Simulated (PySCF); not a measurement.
## Radial density of Cd⁺ (cadmium, charge +1)

M06-L, [Kr] 4d10 5s1, 2S determinant. Calculation: PySCF 2.14, in cc-pVTZ-PP with ECP28MDF (5s5p4d2f1g, 63 functions); scalar relativity through the core potential. This is the valence pseudo-density: the core potential removes the inner electrons and smooths the orbitals near the nucleus.

| r (bohr) | 4πr²ρ (e/bohr) | 4πr²(ρα − ρβ) |
| --- | --- | --- |
| 0.0168 | 1.961e-05 | 0.0000 |
| 0.0282 | 5.012e-05 | 0.0000 |
| 0.0475 | 0.0001212 | 0.0000 |
| 0.0799 | 0.0004488 | 0.0000 |
| 0.134 | 0.004239 | 0.0000 |
| 0.226 | 0.06252 | 0.0002 |
| 0.380 | 1.323 | 0.0076 |
| 0.639 | 13.84 | 0.0682 |
| 1.08 | 16.79 | -0.0481 |
| 1.81 | 3.987 | 0.4306 |
| 3.04 | 0.5702 | 0.3347 |
| 5.12 | 0.02786 | 0.0252 |
| 8.61 | 0.0003115 | 0.0003 |

Energies and moments cover only the electrons outside the core potential.

Where is the radial spin density 4πr²(ρα − ρβ) most negative, and why is it negative at all?

Around r = 1.08 bohr, down to -0.0481 e/bohr: exchange with the open shell polarises the paired shells in an unrestricted calculation.
